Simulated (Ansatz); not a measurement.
What each rung costs, and what it gives

Saddle point of SiH₄O₃, closed shell (SiH₄O₃ ([OH][SiH]([OH])[OH]) → SiH₂O₃ ([O][Si]([OH])[OH]) + H₂; bonds formed: H2–H4; bonds broken: Si1–H2, O3–H4), PBE0-D4/def2-TZVP structure:

| atom | x (Å) | y (Å) | z (Å) |
| --- | --- | --- | --- |
| Si1 | -0.2603 | -0.1020 | -0.1128 |
| H2 | 1.3789 | -0.6733 | -0.3778 |
| O3 | -0.7079 | -1.5689 | -0.3229 |
| H4 | 0.7438 | -1.3682 | -0.4398 |
| O5 | -0.4018 | 1.0477 | -1.2318 |
| O6 | -0.1799 | 0.6365 | 1.3269 |
| H7 | -0.3346 | 1.9598 | -0.9401 |
| H8 | -0.2383 | 0.0682 | 2.0984 |

Barriers are electronic and count from the start structure reached by relaxing down the imaginary mode.

Computed with Ansatz 0.2.0 (basis: as named in each row); correlated methods freeze the cores. B3LYP uses VWN-RPA correlation. Extrapolation: Hartree–Fock as exp(−7.88 √X), correlation as X^−2.97.

Times are rough, for one single point on 2 threads of a shared host (Intel Xeon Platinum 8259CL).

The estimate by CCSD(T) at an estimated basis limit (MP2 extrapolated from triple and quadruple zeta, plus CCSD(T) − MP2 in triple zeta) is 61.51 kcal/mol.

```json
{"method": "SPW92", "basis": "def2-TZVPP", "time (s)": "1", "barrier (kcal/mol)": "50.29", "method less estimate": "-11.22"}
{"method": "PBE-D4", "basis": "def2-TZVPP", "time (s)": "2", "barrier (kcal/mol)": "52.43", "method less estimate": "-9.07"}
{"method": "BLYP-D4", "basis": "def2-TZVPP", "time (s)": "2", "barrier (kcal/mol)": "54.67", "method less estimate": "-6.84"}
{"method": "BHLYP-D4", "basis": "def2-TZVPP", "time (s)": "3", "barrier (kcal/mol)": "66.76", "method less estimate": "5.25"}
{"method": "PBE0-D4", "basis": "def2-TZVPP", "time (s)": "3", "barrier (kcal/mol)": "58.84", "method less estimate": "-2.67"}
{"method": "B3LYP-D4", "basis": "def2-TZVPP", "time (s)": "3", "barrier (kcal/mol)": "59.67", "method less estimate": "-1.84"}
{"method": "r2SCAN-D4", "basis": "def2-TZVPP", "time (s)": "3", "barrier (kcal/mol)": "55.98", "method less estimate": "-5.53"}
{"method": "CAM-B3LYP-D4", "basis": "def2-TZVPP", "time (s)": "3", "barrier (kcal/mol)": "61.77", "method less estimate": "0.26"}
{"method": "r2SCAN0-D4", "basis": "def2-TZVPP", "time (s)": "4", "barrier (kcal/mol)": "60.79", "method less estimate": "-0.72"}
{"method": "B2PLYP", "basis": "def2-TZVPP", "time (s)": "5", "barrier (kcal/mol)": "59.94", "method less estimate": "-1.57"}
{"method": "PBE-QIDH", "basis": "def2-TZVPP", "time (s)": "5", "barrier (kcal/mol)": "61.76", "method less estimate": "0.25"}
{"method": "RPA on PBE", "basis": "def2-TZVPP", "time (s)": "6", "barrier (kcal/mol)": "60.79", "method less estimate": "-0.72"}
{"method": "B97M-V", "basis": "def2-TZVPP", "time (s)": "7", "barrier (kcal/mol)": "57.49", "method less estimate": "-4.02"}
{"method": "wB97X-V", "basis": "def2-TZVPP", "time (s)": "8", "barrier (kcal/mol)": "61.89", "method less estimate": "0.38"}
{"method": "wB97M-V", "basis": "def2-TZVPP", "time (s)": "8", "barrier (kcal/mol)": "60.82", "method less estimate": "-0.69"}
{"method": "MP2", "basis": "def2-QZVPP", "time (s)": "17", "barrier (kcal/mol)": "59.50", "method less estimate": "-2.01"}
{"method": "CCSD(T)", "basis": "def2-TZVPP", "time (s)": "47", "barrier (kcal/mol)": "61.82", "method less estimate": "0.31"}
```

All methods are single points on the PBE0-D4 structures.

The T1 diagnostic stays at or below 0.015.

Labels in which every atom is bracketed show which atoms are joined, not bond orders.
